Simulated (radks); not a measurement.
Results of a calculation; reference values are marked as such.
Species: the palladium ion Pd4+. Configuration: [Kr] 4d6.

Level of theory: Dirac Kohn-Sham, PBE, spin-unpolarised, spherical densities, point nucleus; open shells fill j = l - 1/2 first (a radial shooting solver on a logarithmic mesh with Libxc functionals).

Energy parts (hartree):
total: -5042.80163
kinetic: 5267.78320
electron-nucleus: -12133.99717
Hartree: 1965.67104
exchange-correlation: -142.25870

Orbitals (lengths in bohr, moments of r in powers of bohr; <r^-3> diverges for s and p1/2; r(max) is where P^2 peaks; r(90%) holds 90 % of the orbital's charge):
| orbital | occ. | eigenvalue (hartree) | <r^-3> | r(90%) | <r^2> | r(max) |
|---|---|---|---|---|---|---|
| 1s1/2 | 2 | -889.7822 | - | 0.0571 | 0.001371 | 0.02065 |
| 2s1/2 | 2 | -131.7631 | - | 0.214 | 0.02250 | 0.1169 |
| 2p1/2 | 2 | -122.3728 | - | 0.192 | 0.01685 | 0.09051 |
| 2p3/2 | 4 | -116.5153 | 3252 | 0.199 | 0.01818 | 0.09468 |
| 3s1/2 | 2 | -25.54731 | - | 0.559 | 0.1644 | 0.3419 |
| 3p1/2 | 2 | -21.84289 | - | 0.560 | 0.1602 | 0.3284 |
| 3p3/2 | 4 | -20.82117 | 576.4 | 0.575 | 0.1694 | 0.3382 |
| 3d3/2 | 4 | -14.26676 | 87.81 | 0.564 | 0.1508 | 0.2806 |
| 3d5/2 | 6 | -14.06294 | 82.88 | 0.569 | 0.1536 | 0.2834 |
| 4s1/2 | 2 | -5.25232 | - | 1.35 | 0.9828 | 0.8478 |
| 4p1/2 | 2 | -4.08772 | - | 1.46 | 1.127 | 0.8864 |
| 4p3/2 | 4 | -3.91540 | 97.43 | 1.50 | 1.190 | 0.9101 |
| 4d3/2 | 4 | -2.11471 | 10.12 | 1.91 | 1.812 | 1.036 |
| 4d5/2 | 2 | -2.09174 | 9.502 | 1.92 | 1.844 | 1.045 |

The highest occupied level is 4d5/2 at -56.919 eV. The density falls to 0.001 e/bohr^3 at r = 2.94 bohr. For comparison, the ionisation energy in NIST's Atomic Spectra Database is 61 eV (theoretical). In exact Kohn-Sham theory the highest level is minus the ionisation energy, but local and semilocal functionals leave it too shallow, through self-interaction and a potential that decays too fast; potentials with the right tail come closer.

Beside tabulated values, note that spin-unpolarised runs miss the spin-polarisation part of the exchange energy of open shells.
